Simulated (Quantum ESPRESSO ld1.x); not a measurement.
Results of a calculation; reference values are marked as such.
Problem. Coherent X-ray form factor from a spherical all-electron density. Level of theory: Dirac Kohn-Sham, PBEsol, spin-unpolarised, spherical densities, point nucleus (ld1.x of Quantum ESPRESSO 7.5).

| sin(theta)/lambda (1/angstrom) | f0 (electrons) |
|---|---|
| 0.05 | 46.417 |
| 0.1 | 44.795 |
| 0.15 | 42.446 |
| 0.2 | 39.716 |
| 0.25 | 36.884 |
| 0.3 | 34.135 |
| 0.4 | 29.263 |
| 0.5 | 25.430 |
| 0.6 | 22.558 |
| 0.8 | 18.732 |
| 1 | 16.035 |
| 1.25 | 13.086 |
| 1.5 | 10.514 |
| 2 | 7.121 |

The species is in the configuration that NIST lists as its ground one. Which atom or ion scatters so?

Solution. The indium ion In2+, [Kr] 4d10 5s1. Extrapolating in s^2 from the first two rows gives f0(0) = 47.0, near the electron count 47; among species with that count, the fall with angle is slower the higher Z, and the table is that of Z = 49; from so few rows the species is fixed only to a neighbour or two.
